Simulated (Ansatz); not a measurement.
## A geometry optimisation of AlFH2NSi with B3LYP-D3(BJ)/def2-SVP

The starting geometry of this gas-phase doublet was optimised with GFN2-xTB; its bonds are those of `[F][AlH][N]=[SiH]`.

```yaml
atoms:
  - { symbol: Al, position_ang: [-1.7996, -0.0232, 0.6883] }
  - { symbol: F, position_ang: [-1.3652, 0.5239, -0.8126] }
  - { symbol: N, position_ang: [-0.7340, -0.2195, 2.0863] }
  - { symbol: Si, position_ang: [0.2593, -0.3905, 3.3535] }
  - { symbol: H, position_ang: [-3.2798, -0.3528, 0.7283] }
  - { symbol: H, position_ang: [-0.1356, -0.9382, 4.6649] }
```

Problem. Where would you expect an optimisation with B3LYP-D3(BJ)/def2-SVP to take it?

Solution. It keeps its bonds, and is `[F][AlH][N]=[SiH]`.

The energy falls by 0.19 eV over 16 steps:

```json
{"step": "1", "E − E(last) (eV)": "0.193"}
{"step": "3", "E − E(last) (eV)": "0.038"}
{"step": "4", "E − E(last) (eV)": "0.031"}
{"step": "6", "E − E(last) (eV)": "0.017"}
{"step": "8", "E − E(last) (eV)": "0.010"}
{"step": "9", "E − E(last) (eV)": "0.005"}
{"step": "11", "E − E(last) (eV)": "0.004"}
{"step": "13", "E − E(last) (eV)": "0.000"}
{"step": "14", "E − E(last) (eV)": "0.000"}
{"step": "16", "E − E(last) (eV)": "0.000"}
```

Final geometry (Å):

```xyz
6

Al   -1.8732   -0.0457    0.7153
F    -1.0400    0.2184   -0.7057
N    -0.9614   -0.2494    2.2211
Si   -0.0827    0.0290    3.5309
H    -3.4354   -0.1408    0.6235
H     0.3379   -1.2118    4.3235
```

Frequencies at the end are all real (lowest 62 cm⁻¹). Open shells are spin-unrestricted. Run with Ansatz 0.2.0, 2.4 min on 1 thread of Intel(R) Xeon(R) Processor @ 2.50GHz (Skylake/Cascade Lake), on a shared host.
